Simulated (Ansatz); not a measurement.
Born–Oppenheimer molecular dynamics of FH₉O₂Si₄ (16 atoms, charge 0, multiplicity 1). It starts from a relaxed structure.

All numbers below come from RKS BHLYP/6-31G in Ansatz.

* ensemble: NVE (velocity Verlet)
* time step: 2.5 fs
* steps asked: 40
* starting velocities drawn for: 300 K
* seed: 231618

First frame:

```xyz
16
Properties=species:S:1:pos:R:3
Si -0.307 -0.573 0.522
Si -0.011 0.057 2.746
H -1.334 0.197 3.414
H 0.808 -0.961 3.461
H 0.697 1.367 2.774
O 1.137 -0.793 -0.248
Si 2.414 -1.153 -1.289
H 1.929 -1.980 -2.429
H 2.984 0.122 -1.807
H 3.457 -1.898 -0.533
O -1.253 0.508 -0.292
Si -2.199 1.377 -1.385
H -3.635 1.222 -1.023
H -1.812 2.813 -1.308
H -1.972 0.873 -2.769
F -1.110 -2.053 0.454
```

(1) What does the run give?

(2) What happens to the structure?

(3) How do temperature and energy run in time?

## Answers

(1) All steps were run.

```json
{
 "steps done": "40",
 "time covered": "100 fs",
 "mean temperature over the second half": "145 K",
 "spread of the potential energy over the second half": "5.0 meV per atom",
 "mean potential energy of the second half above the start": "19.5 meV per atom"
}
```

The conserved energy stayed within 4.3 meV per atom of its start (net change 0.78 meV per atom), so there is no drift, though single steps change it by up to 56 meV in the whole system, a sign of fast motions only just resolved. Over the second half the temperature averaged 0.48 of the 300 K drawn at the start: a run that starts near a minimum puts about half its kinetic energy into the potential. A step of 2.5 fs is long for free X–H stretches (periods near 10 fs) and can bias their spread and the temperature. A run of 0.1 ps of so small a system gives no equilibrium averages. Limits of this set-up: no polarisation functions.

(2) The same pairs are bonded in the first frame and the last. Pairs count as bonded within 1.25 times the sum of covalent radii (0.12 Å more for H–H). The details hang on the random start.

(3) 
```
time (fs)  T (K)  potential energy less start (eV)  conserved less start (meV/atom)
        0    300                             0.000                             0.00
      2.5    211                             0.212                             3.21
        5    188                             0.230                             1.65
      7.5    172                             0.251                             1.23
       10     95                             0.427                             3.48
     12.5    152                             0.297                             1.87
       15    192                             0.203                             0.50
     17.5    141                             0.349                             3.83
       20    195                             0.201                             0.70
     22.5    160                             0.282                             1.85
       25    106                             0.406                             3.44
     27.5    167                             0.258                             1.03
       30    145                             0.310                             1.83
     32.5    133                             0.354                             3.21
       35    210                             0.171                             0.53
     37.5    162                             0.291                             2.60
       40    152                             0.315                             2.92
     42.5    201                             0.189                             0.53
       45    139                             0.347                             3.41
     47.5    176                             0.251                             1.65
       50    213                             0.172                             0.86
     52.5    140                             0.340                             3.20
       55    158                             0.286                             1.84
     57.5    152                             0.281                             0.76
       60     77                             0.472                             4.26
     62.5    155                             0.274                             0.76
       65    168                             0.267                             1.74
     67.5    146                             0.329                             3.15
       70    206                             0.183                             0.81
     72.5    152                             0.293                             1.56
       75     91                             0.435                             3.55
     77.5    142                             0.296                             0.64
       80     97                             0.415                             2.95
     82.5    122                             0.365                             2.72
       85    196                             0.195                             0.44
     87.5    136                             0.346                             3.05
       90    145                             0.310                             1.79
     92.5    157                             0.276                             1.08
       95     87                             0.440                             3.42
     97.5    131                             0.336                             1.94
      100    164                             0.258                             0.78
```

The run took 3.8 min on 2 threads of Arm Neoverse V1, on a shared host, peak memory 0.27 GiB.
